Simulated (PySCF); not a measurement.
Simulation results for FHOSi2, H2O3Si, BClFHO

Computed with PySCF 2.14.0. Calculation on a computer-drawn molecule: the log of a Hartree-Fock and frozen-core CCSD(T) single point meant for a local Hartree-Fock minimum, with one planted fault or none, to be diagnosed. Offsets are logged minus clean, where the clean run is the same molecule without the fault. The reference is restricted for singlets and unrestricted otherwise, and also for a bond in bohr or an excited solution. Adding or removing an electron swaps singlet and doublet. The excited solution moves the top pair (singlet) or top alpha electron (doublet) to the lowest empty orbital. Highest occupied and lowest empty are orbital energies over both spins, largest force is the largest gradient component, triples share is (T) over the correlation energy, the T1 limit is 0.02 restricted and 0.045 unrestricted, electrons count all cores, a negative frequency is imaginary (commonest isotopes), and the dipole is about the centre of nuclear charge.

Common to all runs: meant charge 0; meant multiplicity 1; meant basis cc-pV(D+d)Z; logged SCF converged yes; logged CC converged yes; logged SCF stable within its kind yes; possible faults no fault, one electron removed, one electron added, multiplicity raised by two, geometry at a saddle point, SCF held on an excited solution, minimal basis STO-3G, one bond length entered in bohr, all coordinates scaled.

(1) FHOSi2

Logged structure:
```xyz
5
FHOSi2
O     -2.7966    -1.2396    -0.8827
Si    -2.2004    -0.0992    -0.1298
F     -0.8686    -0.1960     0.7554
Si    -2.9580     2.1591    -0.0613
H     -3.7522     1.8402     1.1852
```

- logged electrons: 46
- logged basis functions: 79
- logged spin squared: 0
- logged highest occupied: -10.093 eV
- logged lowest empty: -0.88672 eV
- logged largest force: 9.216e-06 hartree/bohr
- logged lowest frequency: 110.55 cm⁻¹
- logged T1 diagnostic: 0.021851
- logged D1 diagnostic: 0.061191
- logged triples share: 0.028117
- logged dipole magnitude: 4.4804 debye
- logged energy HF: -752.75843 hartree
- logged energy CCSD(T): -753.33978 hartree
- planted fault: no fault
- HF energy offset from clean run: 0 kcal/mol
- CCSD(T) energy offset from clean run: 0 kcal/mol

Drawn bonds:
```csv
atom,other atom,order
1,2,2
2,3,1
2,4,1
4,5,1
```

Notes: T1 above single-reference limit.

(2) H2O3Si

Logged structure:
```xyz
6
H2O3Si
O     -1.1396     0.8996    -1.9367
Si    -0.8248     1.0391    -0.4862
O      0.5744     0.7431     0.2409
O     -1.8120     1.5176     0.6845
H      1.2879     0.4454    -0.3065
H     -2.6986     1.7387     0.4346
```

- logged electrons: 41
- logged basis functions: 75
- logged spin squared: 0.7764
- logged highest occupied: 2.237 eV
- logged lowest empty: 9.5388 eV
- logged largest force: 0.043289 hartree/bohr
- logged T1 diagnostic: 0.02029
- logged D1 diagnostic: 0.085115
- logged triples share: 0.026026
- logged dipole magnitude: 2.0321 debye
- logged energy HF: -514.7034 hartree
- logged energy CCSD(T): -515.39543 hartree
- planted fault: one electron added
- HF energy offset from clean run: 63.04 kcal/mol
- CCSD(T) energy offset from clean run: 50.25 kcal/mol

Drawn bonds:
```csv
atom,other atom,order
1,2,2
2,3,1
2,4,1
3,5,1
4,6,1
```

Notes: highest electron not bound in this basis.

(3) H2O3Si

Structure as in entry 2.

* logged electrons: 40
* logged basis functions: 75
* logged spin squared: 0
* logged highest occupied: -12.251 eV
* logged lowest empty: 3.1536 eV
* logged largest force: 1.994e-05 hartree/bohr
* logged lowest frequency: 348.69 cm⁻¹
* logged T1 diagnostic: 0.015907
* logged D1 diagnostic: 0.053872
* logged triples share: 0.023765
* logged dipole magnitude: 1.8585 debye
* logged energy HF: -514.80386 hartree
* logged energy CCSD(T): -515.47551 hartree
* planted fault: no fault
* HF energy offset from clean run: 0 kcal/mol
* CCSD(T) energy offset from clean run: 0 kcal/mol

Drawn bonds:
```csv
atom,other atom,order
1,2,2
2,3,1
2,4,1
3,5,1
4,6,1
```

(4) H2O3Si

Logged structure:
```xyz
6
H2O3Si
O     -1.2035     0.9500    -2.0452
Si    -0.8710     1.0973    -0.5134
O      0.6065     0.7848     0.2544
O     -1.9135     1.6026     0.7228
H      1.3600     0.4703    -0.3236
H     -2.8497     1.8361     0.4589
```

- logged electrons: 40
- logged basis functions: 75
- logged spin squared: 0
- logged highest occupied: -12.039 eV
- logged lowest empty: 2.5539 eV
- logged largest force: 0.085469 hartree/bohr
- logged T1 diagnostic: 0.018905
- logged D1 diagnostic: 0.06695
- logged triples share: 0.027095
- logged dipole magnitude: 1.7966 debye
- logged energy HF: -514.7802 hartree
- logged energy CCSD(T): -515.4696 hartree
- planted fault: all coordinates scaled, by +5.6 %
- HF energy offset from clean run: 14.85 kcal/mol
- CCSD(T) energy offset from clean run: 3.707 kcal/mol

Drawn bonds:
```csv
atom,other atom,order
1,2,2
2,3,1
2,4,1
3,5,1
4,6,1
```

(5) BClFHO

Logged structure:
```xyz
5
BClFHO
O      0.9539    -2.7355    -0.7237
B      1.6677    -2.2938     0.3537
F      1.7476    -3.0305     1.4940
Cl     2.5266    -0.7141     0.2905
H      0.5313    -3.5985    -0.5813
```

- logged electrons: 40
- logged basis functions: 70
- logged spin squared: 0
- logged highest occupied: -12.835 eV
- logged lowest empty: 4.3477 eV
- logged largest force: 0.02843 hartree/bohr
- logged T1 diagnostic: 0.012886
- logged D1 diagnostic: 0.05101
- logged triples share: 0.021949
- logged dipole magnitude: 2.1884 debye
- logged energy HF: -659.24733 hartree
- logged energy CCSD(T): -659.87402 hartree
- planted fault: all coordinates scaled, by +2.5 %
- HF energy offset from clean run: 2.352 kcal/mol
- CCSD(T) energy offset from clean run: 0.02329 kcal/mol

Drawn bonds:
```csv
atom,other atom,order
1,2,1
2,3,1
2,4,1
1,5,1
```

(6) BClFHO

Logged structure:
```xyz
5
BClFHO
O      0.9307    -2.6687    -0.7060
B      1.6270    -2.2378     0.3451
F      1.7049    -2.9566     1.4575
Cl     2.4650    -0.6967     0.2834
H      0.5184    -3.5108    -0.5671
```

* logged electrons: 40
* logged basis functions: 70
* logged spin squared: 0
* logged highest occupied: -12.814 eV
* logged lowest empty: 4.7193 eV
* logged largest force: 9.975e-06 hartree/bohr
* logged lowest frequency: 362.03 cm⁻¹
* logged T1 diagnostic: 0.012123
* logged D1 diagnostic: 0.04747
* logged triples share: 0.021311
* logged dipole magnitude: 2.1544 debye
* logged energy HF: -659.25108 hartree
* logged energy CCSD(T): -659.87406 hartree
* planted fault: no fault
* HF energy offset from clean run: 0 kcal/mol
* CCSD(T) energy offset from clean run: 0 kcal/mol

Drawn bonds:
```csv
atom,other atom,order
1,2,1
2,3,1
2,4,1
1,5,1
```
